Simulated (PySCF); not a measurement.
Computed shifts of a molecule C2H9FSi2, PBE/pcSseg-1 in PySCF, GIAO, gas phase, equivalent atoms averaged, in ppm (number of nuclei): ¹³C: 2.4 (1), -10.3 (1). ²⁹Si: 33.8 (1), -76.8 (1). ¹⁹F: -251.0 (1). ¹H: 6.12 (1), 4.22 (2), 0.79 (3), 0.37 (3). References: ¹³C against TMS (σ = 182.0 ppm); ²⁹Si against TMS (σ = 335.4 ppm); ¹⁹F against CFCl3 (σ = 133.6 ppm); ¹H against TMS (σ = 31.49 ppm), references at their B3LYP-D3(BJ)/def2-TZVP geometries, non-relativistic. Geometry optimised at PBE0-D3(BJ)/def2-SVP. The values are those of a single conformer.

**Question.** Which structure fits?
(A) FC[SiH2]C[SiH3]
(B) C[SiH2][Si@H](C)F
(C) C[C@H]([SiH3])[SiH2]F
(D) C[SiH2]C[SiH2]F

**Answer.** B, C[SiH2][Si@H](C)F
